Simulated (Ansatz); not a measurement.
In3P3⁺, relaxed as a doublet with UKS PBE-D4/def2-SVP in Ansatz, starting from the GFN2-xTB geometry. Force threshold 0.02 eV/Å.

In the def2 sets In takes a core potential; there is no spin–orbit coupling. Another isomer (doublet) lies 0.46 eV lower at PBE0-D4/def2-TZVP; other spin states weren't run for this one.

Start:

| atom | x (Å) | y (Å) | z (Å) |
| --- | --- | --- | --- |
| In1 | -1.0373 | 0.9050 | -2.2528 |
| In2 | 1.9167 | -2.5302 | -0.1609 |
| In3 | -1.4047 | 0.2572 | 2.1966 |
| P4 | -0.0713 | 2.0605 | 0.2800 |
| P5 | 1.0851 | 0.3509 | 0.1362 |
| P6 | -0.4887 | -1.0434 | -0.1992 |

Q: Estimate the energy that the relaxation releases and the steps that it takes.

A: 8.5 kJ/mol, in 7 steps; 21 s on 4 threads of Arm Neoverse V1 on a shared host. No frequencies were taken in this run, so the end may be a saddle point.

Q: Does the start keep its bonding?

A: By distances, no bond broke or formed. The bond that changes most is In2–P5, from 3.01 to 3.19 Å (atoms count from 1).

Q: Predict the relaxed structure.

A: 
```
atom   x (Å)   y (Å)   z (Å)
 In1  -1.133   0.903  -2.142
 In2   1.927  -2.674  -0.205
 In3  -1.503   0.316   2.081
  P4  -0.119   2.059   0.276
  P5   1.217   0.415   0.165
  P6  -0.389  -1.019  -0.176
```
Bond lengths (bridged metal pairs left out): 5 × In–P 2.85 to 2.87 Å; 2 × P–P 2.12 to 2.18 Å.
